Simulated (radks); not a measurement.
Results of a calculation; reference values are marked as such.
Neutral lanthanum inside a hard spherical wall (all orbitals vanish at R), configuration held at [Xe] 5d1 6s2 and not refilled when levels cross. Level of theory: scalar-relativistic Kohn-Sham, PBEsol, spin-polarised, spherical densities, point nucleus; open shells are filled with parallel spins first (spin-orbit coupling, left out, can overturn this in heavy ions) (a radial shooting solver on a logarithmic mesh with Libxc functionals). Eigenvalues in eV for spin up, with the zero of energy where the potential of the charges vanishes at infinity; a dash marks a level that is unbound or too diffuse for the functional's potential to be trusted. A positive occupied level is held by the wall or, in an anion where self-interaction has pushed it up, behind a barrier. The pressure on the wall is -dE/dV.

R (bohr)  E (hartree)  kinetic (hartree)    e(5s)    e(5p)   e(6s)   e(5d)  e(6p, empty)  e(7s, empty)  pressure (GPa)
free       -8490.0091           8980.187  -39.057  -22.563  -3.850  -3.324        -1.411             -               0
20         -8490.0091           8980.187  -39.057  -22.563  -3.850  -3.324        -1.411         0.043        < 0.0001
12         -8490.0085           8980.193  -39.012  -22.519  -3.817  -3.285        -1.314         1.290         0.00879
8          -8489.9842           8980.348  -38.205  -21.734  -3.102  -2.607        -0.037         6.954           0.847
7          -8489.9459           8980.537  -37.454  -21.015  -2.274  -1.953         1.281        11.372            2.81
6          -8489.8473           8980.961  -36.155  -19.786  -0.468  -0.732         4.000        19.463            10.1
5          -8489.5733           8982.034  -33.861  -17.642   3.825   1.728        10.076        35.517            42.3
3.5        -8487.4536           8990.029  -24.551   -8.325  29.672  14.234        42.482        107.63             669
3          -8484.7217           8999.678  -16.402    0.726  56.765  26.681        73.757        170.44            2120
2.5        -8477.9751           9021.635    0.123   19.982  113.09  52.611        136.10        289.17            7910
1.5        -8391.4664           9270.058   184.22   227.61  603.79  293.67        647.56        1180.4          266000
